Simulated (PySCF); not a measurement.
# [TcF6]2-: what the settings change

[TcF6]2-: Tc(IV) (d3), charge -2. The structure is a PBE0-D3(BJ)/def2-TZVP, IEF-PCM water geometry optimised for multiplicity 4; coordination octahedral, point group Oh, metal–donor distances 1.94 Å.

The d shell alone is too small an active space for [TcF6]2- (an active orbital has only 0.68 squared overlap with the free ion's shell): its levels, fitted parameters, g values and moments show what this model gives and aren't sound predictions.

```
7

Tc    0.0000    0.0000    0.0000
F     1.9380    0.0000    0.0000
F    -1.9380    0.0000    0.0000
F     0.0000    1.9380    0.0000
F     0.0000   -1.9380    0.0000
F     0.0000    0.0000    1.9380
F     0.0000    0.0000   -1.9380
```

Method (PySCF 2.14, density fitting): CASSCF(3,5) with orbitals averaged over all microstates of the shell, strongly contracted NEVPT2 on the averaged canonical orbitals; basis x2c-TZVPall on the metal, x2c-SVPall elsewhere; spin-free X2C; IEF-PCM water; spin-orbit coupling by state interaction with the mean-field operator over all roots.

Base run: NEVPT2 ground state 4A2g, next 2Eg at 13407, then 2T1g at 13868 cm⁻¹, 10Dq(CASSCF) 29923, B(CASSCF) 749, ζ 953 cm⁻¹, g 1.941 1.941 1.941, μeff(300 K) 3.77 μB.

Task: What happens with the basis x2c-TZVPall on all atoms?

Result: NEVPT2 ground state 4A2g, next 2Eg at 13298, then 2T1g at 13751 cm⁻¹, 10Dq(CASSCF) 29722, B(CASSCF) 747, ζ 951 cm⁻¹, g 1.940 1.940 1.940, μeff(300 K) 3.77 μB. It took 26 s against 12 s on a shared host of the same kind.

Task: What happens with orbitals averaged over the highest spin alone?

Result: NEVPT2 ground state 4A2g, next 2Eg at 13499, then 2T1g at 13976 cm⁻¹, 10Dq(CASSCF) 29955, B(CASSCF) 760, ζ 965 cm⁻¹, g 1.939 1.939 1.939, μeff(300 K) 3.77 μB.

No frequencies were computed for the optimised geometry. Charge-transfer states lie outside this active space and may come lower than some of these levels. NEVPT2 on the d shell alone tends to put d–d bands too high for such charged or covalently bound ions.
